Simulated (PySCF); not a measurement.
C₆H₁₅Ga.

```xyz
22

Ga     0.2122    -0.1834     0.1353
C      2.0416     0.0257    -0.6417
C      2.4575     1.4649    -0.9651
H      2.0858    -0.6073    -1.5477
H      2.7584    -0.4411     0.0594
H      2.4565     2.1018    -0.0648
H      1.7674     1.9371    -1.6843
H      3.4700     1.5245    -1.4016
C     -0.4898    -2.0026     0.5735
C     -1.9216    -2.0409     1.1189
H      0.2140    -2.4684     1.2884
H     -0.4032    -2.6165    -0.3425
H     -2.6414    -1.6049     0.4059
H     -2.0174    -1.4639     2.0539
H     -2.2638    -3.0679     1.3365
C     -0.9574     1.4226     0.3785
C     -1.7949     1.7090    -0.8808
H     -0.3314     2.2989     0.6178
H     -1.6248     1.2627     1.2422
H     -2.4560     0.8634    -1.1375
H     -1.1604     1.9010    -1.7632
H     -2.4439     2.5938    -0.7573
```

Geometry: B3LYP-D3(BJ)/def2-SVP. The isomer is the one that the SMILES or the coordinates give; other isomers of the formula were not compared. One conformer was computed; it need not be the lowest.

The numbers are results of PBE0/pcSseg-1 (PySCF), not measurements. Non-relativistic, no solvent.

Computed absolute GIAO shielding of each atom: isotropic value and principal components (ppm):
```tsv
atom	σ(iso)	σ11	σ22	σ33	span
Ga1	1014.4	902.6	913.2	1227.4	324.8
C2	171.4	152.9	176.6	184.8	31.9
C3	172.0	163.1	167.7	185.3	22.1
H4	30.6	25.6	30.0	36.2	10.6
H5	30.7	25.3	30.2	36.6	11.3
H6	30.0	25.7	28.8	35.7	10.0
H7	30.1	25.1	29.6	35.5	10.4
H8	29.8	24.3	27.4	37.8	13.5
C9	171.4	152.9	176.5	184.8	31.9
C10	172.1	163.1	167.7	185.3	22.2
H11	30.7	25.3	30.2	36.6	11.3
H12	30.6	25.6	30.0	36.2	10.6
H13	30.1	25.1	29.6	35.5	10.3
H14	30.0	25.6	28.8	35.7	10.0
H15	29.8	24.3	27.4	37.8	13.6
C16	178.6	158.7	176.2	200.7	42.0
C17	174.9	166.9	171.8	185.9	19.0
H18	30.4	26.4	28.5	36.2	9.9
H19	30.4	26.4	28.5	36.2	9.9
H20	30.3	25.0	29.6	36.3	11.3
H21	30.3	25.0	29.6	36.3	11.3
H22	29.7	24.9	26.5	37.7	12.8
```
